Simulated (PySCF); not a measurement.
SMILES [Ge]([O]C)([O]C)[O]C, doublet, GFN2-xTB optimised geometry.

```
16

C     -0.47    -3.26    -2.48
O     -1.05    -2.23    -1.73
Ge    -0.65    -1.74     0.00
O     -1.05     0.07     0.00
C     -2.18     0.69    -0.53
O      1.19    -1.74     0.00
C      2.05    -0.97     0.79
H      0.60    -3.35    -2.31
H     -0.96    -4.22    -2.27
H     -0.64    -3.01    -3.54
H     -2.49     0.24    -1.47
H     -3.01     0.68     0.18
H     -1.90     1.74    -0.71
H      2.21    -1.43     1.77
H      3.01    -0.92     0.26
H      1.68     0.05     0.93
```

Density from unrestricted PBE0/def2-TZVP (PySCF) at that geometry.

Minimum of the electron density along straight lines between bonded atoms, close to the bond critical point (lines longer than 1.1 times the sum of covalent radii, or with two minima, are not listed):

```csv
bond,length / Å,ρ at the minimum / e bohr⁻³,∇²ρ there / e bohr⁻⁵,position (fraction from the first atom)
C1–O2,1.398,0.263,-0.50,0.35
O2–Ge3,1.846,0.123,0.48,0.53
Ge3–O4,1.846,0.123,0.48,0.47
O4–C5,1.398,0.263,-0.50,0.65
Ge3–O6,1.845,0.123,0.48,0.47
O6–C7,1.398,0.263,-0.50,0.65
C1–H8,1.092,0.285,-1.01,0.65
C1–H9,1.094,0.282,-0.99,0.64
C1–H10,1.095,0.282,-0.99,0.65
C5–H11,1.092,0.285,-1.01,0.65
C5–H12,1.094,0.282,-0.99,0.64
C5–H13,1.095,0.282,-0.99,0.65
C7–H14,1.094,0.282,-0.99,0.64
C7–H15,1.095,0.282,-0.99,0.65
C7–H16,1.092,0.285,-1.01,0.65
```
